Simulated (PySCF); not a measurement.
How methods differ on the excitation energy of P²⁺

P²⁺ [Ne] 3s2 3p1 (2P) → P²⁺ [Ne] 3s1 3p1 3d1 (high-spin determinant), as a difference of total energies. All numbers are calculated (PySCF 2.14, the spin-free X2C one-electron Hamiltonian (Gaussian nucleus), in dyall-av3z (19s12p3d2f, 84 functions)). Correlated levels: valence: [Ne] frozen; virtual orbitals above 40 to 60 times the deepest correlated orbital energy dropped. The calculations carry no spin-orbit coupling.

| method | excitation energy (cm⁻¹) |
| --- | --- |
| UHF | 162970 |
| LDA | 164820 |
| PBE | 162940 |
| PBE0 | 164840 |
| r2SCAN | 161200 |
| B3LYP | 167470 |
| LC-wPBE | 166900 |
| TPSSh | 163890 |
| CAM-B3LYP | 169700 |
| MP2 (valence) | 170180 |
| SCS-MP2 (valence) | 173720 |

A first-order spin-orbit estimate (lowest level to lowest level, LS coupling) adds 0.010 eV.

The promoted electron is Rydberg-like, and one or two diffuse shells describe it only roughly, which tends to raise the upper state.

The determinant of the upper state mixes LS terms, which raises its energy above the lowest term, most at the Hartree-Fock and MP2 levels.
